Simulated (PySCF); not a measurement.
LiBi: one state, many levels of theory

State: ³Σ⁻ (triplet), unpaired electrons π ↑↑. Set-up: Li aug-cc-pVDZ, Bi aug-cc-pVDZ-PP with ECP60; scalar-relativistic core potentials (PySCF 2.14). De refers to Li + Bi in their high-spin ground configurations, without counterpoise correction. The functionals are run spin-unrestricted. A positive dipole means Li(−)Bi(+).

```csv
Level,Re (Å),ωe (cm⁻¹),De (eV),μ (D),"CPU s a point (SCF and correlation, without the integrals)"
UHF,2.732,354,0.431,-6.57,0.25
UHF-MP2,2.709,382,1.10,n/a,0.4
UHF-SCS-MP2,2.716,378,1.10,n/a,n/a
UHF-CCSD,2.725,357,1.16,n/a,n/a
UHF-CCSD(T),2.727,357,1.20,n/a,11
PBE,2.710,360,1.48,-5.51,0.65
PBEsol,2.696,365,1.57,-5.66,0.52
BLYP,2.714,357,1.56,-5.46,0.49
r²SCAN,2.707,367,1.42,-6.03,0.92
PBE0,2.692,373,1.40,-5.93,1.2
B97-3,2.694,372,1.56,-6.07,0.61
```

Task: Which functional lies closest to UHF-CCSD(T) in De, which farthest, and by how much do they differ from it?

Result: Closest is PBE0 (-3.5 pm in Re, +4.5 % in ωe, +0.20 eV in De against UHF-CCSD(T) in the same basis), farthest PBEsol (-3.1 pm in Re, +2.2 % in ωe, +0.37 eV in De). CCSD(T) converges more slowly with the basis than the functionals do and binds too weakly in this one, so the order can change at the basis-set limit.

Task: What does the step from GGA to meta-GGA do here, going from PBE to r²SCAN?

Result: r²SCAN less PBE: -0.3 pm in Re, +1.9 % in ωe, -0.06 eV in De. 

Task: What does the triples do here, going from UHF-CCSD to UHF-CCSD(T)?

Result: UHF-CCSD(T) less UHF-CCSD: +0.2 pm in Re, +0.0 % in ωe, +0.04 eV in De. Correlation nearly always deepens the well. The bond lengthens, as in strong covalent bonds, where excitations into antibonding orbitals dominate.

Correlated steps freeze 4 core orbitals. Correlated levels converge slowly with the basis: in double zeta they bind strong bonds too weakly, by up to about 1 eV, and carry superposition errors of some tenths. Spin–orbit coupling is left out, which matters for elements this heavy, above all for dissociation energies. The state is the lowest determinant that a PBE0 search found; another state may lie lower at other levels.

The whole job (state search and all levels along the bond) took about 3.2 min on 1 thread of Oxide Virtual Turin-like (shared host), peak memory 0.75 GiB.
